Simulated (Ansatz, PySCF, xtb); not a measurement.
Complex: H2S (SMILES S) (first 3 atoms) with GeH4 (SMILES [GeH4]); geometry from B3LYP-D3(BJ)/def2-TZVP, rigid monomers moved along the line of their centres of mass till S1···Ge4 is 5.41 Å.
(charge 0, multiplicity 1):
```xyz
8

S      0.2669     1.8733     0.6899
H     -1.0639     1.8593     0.8654
H      0.2462     0.7260    -0.0072
Ge    -0.3321    -1.7429     4.6714
H     -1.1043    -0.4666     5.0321
H      1.1705    -1.4461     4.5980
H     -0.8237    -2.2742     3.3162
H     -0.5917    -2.8122     5.7474
```

Monomers are frozen at their geometry in the pair; levels with a basis set take the counterpoise correction.

Correlated levels freeze the cores. Filled d and f shells under p-block atoms count as core. Rows in 6-31G* carry no dispersion term and start afresh at each structure (6-31G* with six Cartesian d functions); the Pople sets are all-electron and without relativity.

Programs: Ansatz (Gaussian orbitals); PySCF for 6-31G* rows, the dispersion terms; xtb for the GFN methods. Values without a source in brackets are computed.

| level | interaction energy (kcal/mol) |
|---|---|
| GFN-FF | -0.25 |
| GFN1-xTB | -2.53 |
| HF/6-31G* | -0.06 |
| HF/def2-SVPD | -0.09 |
| HF/def2-TZVPPD | -0.08 |
| PBE-D3(BJ)/def2-TZVPPD | (withheld) |
| SCS-MP2/def2-SVPD | -0.24 |
| SCS-MP2/def2-TZVPPD | -0.25 |
| CCSD(T)/def2-TZVPPD | -0.28 |

**Question.** What belongs in the gaps?

**Answer.** 
- PBE-D3(BJ)/def2-TZVPPD, interaction energy (kcal/mol): -0.38

Ansatz is a program for electronic structure.
